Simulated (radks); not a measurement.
The numbers below are computed, except where a source is named.
Species: Pt. Configuration: [Xe] 4f14 5d9 6s1. Level of theory: scalar-relativistic Kohn-Sham, RPBE, spin-polarised, spherical densities, point nucleus; open shells are filled with parallel spins first (spin-orbit coupling, left out, can overturn this in heavy ions) (a radial shooting solver on a logarithmic mesh with Libxc functionals).

Radial electron density D(r) = 4 pi r^2 rho(r):

| r (bohr) | D(r) (e/bohr) | spin D(r) |
|---|---|---|
| 0.0006412 | 5.015 | 0.000264 |
| 0.000869 | 7.972 | 0.000418 |
| 0.001187 | 12.66 | 0.000658 |
| 0.001609 | 19.51 | 0.00100 |
| 0.002198 | 29.68 | 0.00150 |
| 0.002979 | 43.24 | 0.00212 |
| 0.004037 | 60.29 | 0.00282 |
| 0.005515 | 79.82 | 0.00343 |
| 0.007475 | 97.02 | 0.00359 |
| 0.01013 | 107.0 | 0.00288 |
| 0.01384 | 105.8 | 0.00118 |
| 0.01876 | 97.75 | -0.000395 |
| 0.02562 | 97.81 | 0.000878 |
| 0.03473 | 118.1 | 0.00766 |
| 0.04707 | 143.0 | 0.0191 |
| 0.0643 | 138.0 | 0.0336 |
| 0.08714 | 114.7 | 0.0550 |
| 0.1181 | 123.4 | 0.0701 |
| 0.1613 | 131.9 | 0.0266 |
| 0.2187 | 89.51 | 0.00166 |
| 0.2987 | 75.37 | 0.123 |
| 0.4049 | 86.00 | 0.118 |
| 0.5487 | 54.63 | 0.0120 |
| 0.7496 | 26.48 | 0.233 |
| 1.016 | 18.88 | 0.544 |
| 1.388 | 11.32 | 0.731 |
| 1.881 | 5.202 | 0.804 |
| 2.549 | 2.118 | 0.640 |
| 3.483 | 0.6754 | 0.301 |
| 4.72 | 0.1508 | 0.0819 |
| 6.397 | 0.01962 | 0.0126 |
| 8.739 | 0.0009586 | 0.000670 |

D(r) has 4 maxima, at r = 0.0114, 0.0531, 0.147, 0.383 bohr, and minima at 0.0222, 0.0944, 0.271 bohr, inside which lie 1.89, 10.98, 29.98 electrons.
